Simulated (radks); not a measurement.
Spherical quantum dot in the effective-mass picture: electrons in a parabolic well V = omega^2 r^2 / 2 with omega = 0.104, all in effective atomic units (hartree* = m*/eps^2 hartree, bohr* = eps/m* bohr), one dielectric constant everywhere. Calculated with a radial shooting solver with Libxc functionals: non-relativistic Kohn-Sham, PBEsol, spin-polarised, spherical densities. Levels are named by radial order and angular momentum (1s, 1p, 1d, 2s, ...), and open shells are averaged over m. Results are scaled to m* = 0.034 and eps = 14.4, for which hartree* = 4.462 meV and bohr* = 22.41 nm.

N = 2, configuration 1s2. This is the lowest configuration that the search found. Occupied and some empty levels:

level  occupation  eigenvalue (meV)  <r> (nm)
1s              2            1.9569     93.96
1p              0            2.2852     116.3
1d              0            2.6638     134.3
2s              0            2.7610     122.7

Energy (meV): total 2.32379, kinetic 0.50754, external 0.97592, Hartree 1.9085, exchange-correlation -1.0682.

Electron density:

r (nm)  n(r) (e/nm^3)
9.10        4.928e-07
19.2        4.810e-07
29.4        4.608e-07
39.5        4.324e-07
49.6        3.965e-07
59.8        3.541e-07
69.9        3.070e-07
80.0        2.575e-07
90.1        2.082e-07
100         1.617e-07
110         1.201e-07
121         8.495e-08
131         5.703e-08
141         3.635e-08
151         2.210e-08
161         1.287e-08
171         7.190e-09
181         3.852e-09
191         1.975e-09
202         9.684e-10
